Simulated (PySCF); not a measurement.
C4H10Si2, SMILES [SiH2]([SiH2]C#C)CC.

Geometry optimised at B3LYP-D3(BJ)/def2-SVP. This is a generated structure with no PubChem entry under its InChIKey; it may be hypothetical. Other conformers were not sampled.

Two levels are set side by side: TDA-PBE/def2-SVPD (PySCF) and TDA-ωB97X/def2-SVPD (PySCF). Vertical, same geometry. The lowest singlet is HOMO→LUMO+1 77 %, HOMO→LUMO 19 % with PBE and HOMO→LUMO+1 49 %, HOMO−3→LUMO+1 13 %, HOMO−1→LUMO 10 % with the other functional; states are paired by order. Differences are taken from unrounded values.

```csv
quantity,TDA-ωB97X
lowest singlet excitation (eV),5.96
lowest triplet excitation (TDA) (eV),4.96
first bright state (f over 0.05) (eV),7.81
its oscillator strength,0.34
```

Task: What does TDA-PBE give, and how far is it from TDA-ωB97X? (Estimate from the structure and the level; the computed values follow.)

Result: 
| quantity | TDA-PBE | TDA-PBE minus TDA-ωB97X |
|---|---|---|
| lowest singlet excitation (eV) | 5.51 | -0.45 |
| lowest triplet excitation (TDA) (eV) | 4.74 | -0.22 |
| first bright state (f over 0.05) (eV) | 5.77 | -2.04 |
| its oscillator strength | 0.07 | -0.27 |

Functionals without exact exchange tend to place singlet excitations lower, as here. Differences between two approximate levels are no errors against the true value.

Rough cost on one machine, each run with all the roots and properties that it gave: TDA-ωB97X against TDA-PBE about 4 times.
